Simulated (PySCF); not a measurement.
Excitations are Tamm–Dancoff values on a coarser integration grid. The basis has no diffuse functions, so Rydberg states are missing or too high.

Species: CH$_{3}$BO, SMILES `CB=O` (charge 0, multiplicity 1).

Estimate the HOMO, HOMO–LUMO gap, dipole moment, S1 excitation (TDA) and S1 oscillator strength that PySCF with PBE-D3(BJ)/def2-TZVP // B3LYP-D3(BJ)/def2-TZVP returns for this input.


The HOMO is -8.20 eV. The HOMO–LUMO gap is 7.86 eV and the dipole moment is 3.56 D. The S1 excitation (TDA) comes out as 7.92 eV and the S1 oscillator strength is 0.013.
